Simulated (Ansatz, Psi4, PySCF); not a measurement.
CuI (SMILES [Cu][I]), singlet, at a GFN2-xTB geometry (such geometries of metal compounds can be far from the true shape) (core potentials on I). Base run: WB97X/def2-SVPD (PySCF).

Here is a job for PySCF.
```python
from pyscf import gto, scf, dft

mol = gto.Mole()
mol.atom = '''
    Cu   -0.00000000   -0.00000000   -1.55408011
    I     0.00000000    0.00000000    0.85034572
'''
mol.basis = 'def2-svpd'
mol.ecp = {'I': 'def2-svpd'}
mol.verbose = 4
mol.build()

mf = dft.RKS(mol)
mf.xc = 'wb97x'
mf.kernel()
```

The same geometry, method and basis name were run in Ansatz (a program for electronic structure) and Psi4 and PySCF, at each program's defaults and at the settings that a row names. The base is PySCF at its defaults. Differences at the defaults can come from grids, fitting, cores and function types together. The rows with settings made alike still differ; the cause (another SCF solution, basis table, core potential or functional code) wasn't traced.

```
code and settings                                                                             ΔE vs base (mEh)  basis functions       E (Eh)  SCF cycles  dipole (D)
--------------------------------------------------------------------------------------------  ----------------  ---------------  -----------  ----------  ----------
PySCF, defaults (exact integrals, its default grid, spherical functions)                                 0.000               69  -1938.11216          15        5.54
Psi4, defaults (density fitting with its default set, its default grid, spherical functions)             7.452               69  -1938.10471          12        5.54
Ansatz, defaults (factorised integrals, its default grid, spherical functions)                          -0.128               69  -1938.11229           -           -
PySCF, density fitting with def2-universal-jkfit                                                        -0.009               69  -1938.11217          15        5.54
PySCF, fine grid                                                                                        -0.226               69  -1938.11239          15        5.54
Psi4, exact integrals, spherical functions, fine grid                                                   -0.941               69  -1938.11310          15        5.54
Ansatz, high accuracy                                                                                   -0.129               69  -1938.11229           -           -
```
